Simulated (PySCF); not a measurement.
Isomers of C5H7NO3, one GFN2-xTB conformer each. Single-point energies are computed at PBE0/pcSseg-1 (PySCF, gas phase, no added dispersion term), electronic only.

Question: Rank them by PBE0/pcSseg-1 energy, lowest first (kcal/mol).
A. `[NH2:1][C:2](=[O:3])[C@@H:4]1[CH2:5][C:6](=[O:7])[CH2:8][O:9]1` with H–N1–C2–O3 1° and 178°, N1–C2–C4–C5 148°, C2–C4–C5–C6 -101°, C4–C5–C6–O7 173°, C5–C6–C8–O9 -10°, C6–C8–O9–C4 24°
B. `CN(C)c1oc(oc1)=O`
C. `[CH2:1]=[CH:2][O:3][C:4](=[O:5])[CH2:6][C:7]([NH2:8])=[O:9]` with C1–C2–O3–C4 179°, C2–O3–C4–O5 0°, O3–C4–C6–C7 -122°, C4–C6–C7–N8 -55°, C6–C7–N8–H 175° and 16°

Answer: A (0.0), C (0.7), B (18.5).

As drawn, the lowest has an N–H bond, which the highest lacks. Neighbours under 2.5 kcal/mol apart (NC(=O)[C@@H]1CC(=O)CO1 and C=COC(=O)CC(N)=O) can change places with a better method, another conformer or zero-point energy. GFN2-xTB itself gives, in the same order: 18.0, 24.7, 0.0. GFN2-xTB puts CN(C)c1coc(=O)o1 lowest instead; measured from each level's own lowest isomer, the values differ by up to 24.0 kcal/mol (C=COC(=O)CC(N)=O: 24.7 against 0.7).

Q: Which frontier levels, dipoles and rotational constants go with these structures?

A: 
| SMILES | HOMO (eV, PBE0/pcSseg-1) | LUMO (eV) | dipole (D) | A, B, C (MHz) |
| --- | --- | --- | --- | --- |
| NC(=O)[C@@H]1CC(=O)CO1 | -7.39 | -0.93 | 3.84 | 3059, 1263, 1059 |
| C=COC(=O)CC(N)=O | -7.55 | -0.94 | 2.76 | 3964, 836.9, 746.8 |
| CN(C)c1coc(=O)o1 | -6.01 | 0.72 | 6.30 | 4022, 1146, 905.8 |

Q: As an exercise, what shares would exp(−E/RT) give at 298.15 K from these electronic energies alone (no entropy, no degeneracies)?

A: RT = 0.592 kcal/mol: NC(=O)[C@@H]1CC(=O)CO1 77.4 %, C=COC(=O)CC(N)=O 22.6 %, CN(C)c1coc(=O)o1 under 0.1 %.
